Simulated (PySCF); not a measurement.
CH$_{9}$FO$_{2}$Si$_{3}$ (SMILES C[SiH2]O[SiH2]O[SiH2]F), singlet, geometry from GFN2-xTB, atoms displaced at random by about 0.08 Å a coordinate.

Input for PySCF:
```python
from pyscf import gto, scf, dft

mol = gto.M(
    atom='''
Si    1.875485   -0.781380    0.491991
F     3.247314   -0.894338    0.596478
O     1.204962    0.689077    0.406579
Si    0.110847    1.706622   -0.226878
O    -1.266231    1.025411   -0.619341
Si   -2.081222   -0.170302   -0.962599
C    -2.221429   -1.400405    0.555501
H     1.191665   -1.451654    2.044936
H     1.340358   -1.756182   -0.440500
H    -0.295897    2.527947    0.937206
H     0.781210    2.249533   -1.387596
H    -1.646268   -1.156576   -2.037787
H    -3.579369    0.316306   -1.343619
H    -2.603339   -0.911403    1.503093
H    -1.348618   -1.842194    0.992859
H    -3.004901   -2.180309    0.535538
''',
    basis='sto-3g',
    charge=0,
    spin=0,
    verbose=4,
)

mf = dft.RKS(mol)
mf.xc = 'tpss'
mf.kernel()
g = mf.nuc_grad_method()
grad = g.kernel()
```

What does this run give for the dipole moment, number of basis functions, nuclear repulsion energy, HOMO energy, HOMO-LUMO gap, Mulliken (on the basis functions themselves) charges in atom order?


```
Property                                                                                                                                                                                                                        Result
------------------------------------------------------------------  ------------------------------------------------------------------------------------------------------------------------------------------------------------------
dipole moment                                                                                                                                                                                                                   2.80 D
number of basis functions                                                                                                                                                                                                           56
nuclear repulsion energy                                                                                                                                                                                                   573.2966 Eh
HOMO energy                                                                                                                                                                                                                   -2.70 eV
HOMO-LUMO gap                                                                                                                                                                                                                  7.68 eV
Mulliken (on the basis functions themselves) charges in atom order  Si1 0.92, F2 -0.28, O3 -0.54, Si4 0.90, O5 -0.58, Si6 0.81, C7 -0.38, H8 -0.22, H9 -0.17, H10 -0.14, H11 -0.15, H12 -0.16, H13 -0.15, H14 0.03, H15 0.06, H16 0.05
```
